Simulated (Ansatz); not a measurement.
V₂S₃, relaxed as a singlet with RKS PBE-D4/def2-SVP in Ansatz, starting from the GFN1-xTB geometry. Force threshold 0.02 eV/Å.

The restricted singlet is unstable towards broken spin symmetry at other levels; at PBE-D4/def2-SVP this wasn't settled. The relaxation made no stability test and no search for a lower SCF solution. No other spin state of charge 0 was run. Another isomer (singlet) lies 4.15 eV lower at PBE0-D4/def2-TZVP; other spin states weren't run for this one.

Start:

```tsv
atom	x (Å)	y (Å)	z (Å)
V1	0.2799	0.2511	1.8295
V2	1.7530	-0.6715	-0.1501
S3	-0.5238	0.8835	-0.7785
S4	-1.6682	0.3196	0.7815
S5	0.1592	-0.7827	-1.6824
```

(1) Estimate the energy that the relaxation releases and the steps that it takes.

(2) Does the start keep its bonding?

(3) Predict the relaxed structure.

Answers

(1) 341.8 kJ/mol, in 15 steps; 23 s on 4 threads of Arm Neoverse V2 on a shared host. No frequencies were taken in this run, so the end may be a saddle point.

(2) By distances, no bond broke or formed. The bond that changes most is V1–S3, from 2.80 to 2.48 Å (atoms count from 1). A close non-bonded pair moves further: V1–V2, from 2.63 to 1.77 Å.

(3) 
Cartesian coordinates in Å:
```
V 0.6061 0.3117 1.2663
V 1.4832 -0.8619 0.2746
S -0.6835 1.0541 -0.7221
S -1.7223 0.2221 0.8324
S 0.3165 -0.7260 -1.6512
```
Bond lengths (bridged metal pairs left out): 4 × S–V 2.26 to 3.06 Å; 2 × S–S 2.05 to 2.24 Å.
